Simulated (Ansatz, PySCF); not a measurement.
SiHClBr2, SMILES [SiH](Br)(Cl)Br. Atoms are numbered in the order given.

```xyz
5

Si     0.5668    -0.4253     0.0000
Cl    -0.2243    -2.3150     0.0000
Br    -0.0997     0.6518    -1.8044
Br    -0.0997     0.6518     1.8044
H      2.0425    -0.5126     0.0000
```

Geometry: PBE0-D3(BJ)/def2-SVP.

Two levels are set side by side: PBE-D3(BJ)/def2-SVP (Ansatz, a first-principles code) and PBE0-D3(BJ)/def2-SVP (Ansatz). Each level has its own optimised geometry; the coordinates shown are those of the second. Frequencies come from the Hessian of PySCF at each geometry. Differences are taken from unrounded values.

| quantity | PBE0-D3(BJ) | PBE-D3(BJ) | PBE-D3(BJ) minus PBE0-D3(BJ) |
|---|---|---|---|
| mean bond length (Å) | 1.984 | 2.000 | 0.016 |
| bond Si1–Cl2 (Å) | 2.049 | 2.065 | 0.016 |
| bond Si1–Br3 (Å) | 2.205 | 2.223 | 0.018 |
| bond Si1–Br4 (Å) | 2.205 | 2.223 | 0.018 |
| bond Si1–H5 (Å) | 1.478 | 1.491 | 0.012 |
| highest harmonic wavenumber (cm⁻¹) | 2307 | 2223 | -84 |
| mean harmonic wavenumber (cm⁻¹) | 644 | 619 | -25 |
| zero-point energy (kcal/mol) | 8.29 | 7.96 | -0.32 |

Exact exchange shortens and stiffens bonds; PBE has none. Differences between two approximate levels are no errors against the true value.
